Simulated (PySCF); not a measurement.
**Worked example: oscillator strength and radiative lifetime**

difluoro(1-fluoroethenyl)borane (C₂H₂BF₃), SMILES C=C(F)B(F)F.

Geometry optimised at B3LYP-D3(BJ)/def2-SVP. One conformer was computed; it need not be the lowest.

TDDFT-PBE/def2-SVPD run with PySCF puts the first singlet state with f over 0.02 at 5.77 eV (vertical), with the transition dipole (-0.730, -0.971, 0.000) in atomic units.

### Question
Find the oscillator strength, the wavelength and the radiative lifetime that this transition would have in vacuum if emission retraced absorption.

### Answer

|μ|² = 1.4757 au, so |μ| = 3.09 D. ΔE = 5.77/27.211 = 0.2120 hartree. f = (2/3) ΔE |μ|² = 0.209 (the program prints 0.209).
λ = 1239.84/5.77 = 215 nm; ν = 46538 cm⁻¹.
Einstein's coefficient A = 0.6670 ν² f s⁻¹ (ν in cm⁻¹) = 3.0e8 s⁻¹, so τ = 1/A = 3.3 ns. This state is S1. The figure is the radiative limit of this one transition; relaxation, internal conversion, crossing to triplets and a medium change what is measured.
